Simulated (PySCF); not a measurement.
# Basis-set dependence of excited states

Species: C₂H₅FSe.
Z-matrix (Å and degrees, PBE0-D3(BJ)/def2-SVP geometry), rows numbered from 1:
```
C 
Se  1  1.9422
C   2  1.9351  1   95.98
F   3  1.3636  2  112.65  1    66.13
H   1  1.0971  2  109.44  3   -58.25
H   1  1.0981  2  107.30  3  -176.90
H   1  1.0990  2  110.80  3    63.76
H   3  1.1018  2  109.26  1   -54.89
H   3  1.1019  2  106.37  1  -173.34
```

TDDFT with PBE0 (PySCF), vertical singlets, core orbitals frozen in the response, spherical d and f functions. Isolated species at its PBE0-D3(BJ)/def2-SVP geometry (one conformer only). The PBE0/6-31G* calculation is non-relativistic and has no spin–orbit coupling, an omission that weighs most on selenium.

```
    basis  functions  diffuse  S1 (eV)  S2 (eV)  S3 (eV)  S4 (eV)  S5 (eV)  LUMO (eV)  α (au)
   6-31G*         84       no     5.17     6.94     7.72     7.98     8.43       0.52    44.2
 def2-SVP         99       no     5.26     6.86     7.26     7.83     8.10       0.57    44.5
def2-SVPD        144      yes     4.92     6.00     6.07     6.77     6.99      -0.09    55.9
def2-TZVP        171       no     5.05     6.52     6.69     7.29     7.76       0.19    51.9
```

**Question.** Compare the sets with the largest diffuse one.

**Answer.** States are compared by their number. Against the only diffuse basis here (def2-SVPD, itself not a converged limit), sets without diffuse functions differ by up to 0.33 eV in S1 and 1.44 eV in S5. State by state, the largest deviation of a set without diffuse functions is S1 0.33, S2 0.94, S3 1.65, S4 1.20, S5 1.44 eV. The same number needn't mean the same state in each row. Against def2-SVPD the polarisability deviates by -21% in 6-31G*, -20% in def2-SVP, -7% in def2-TZVP.
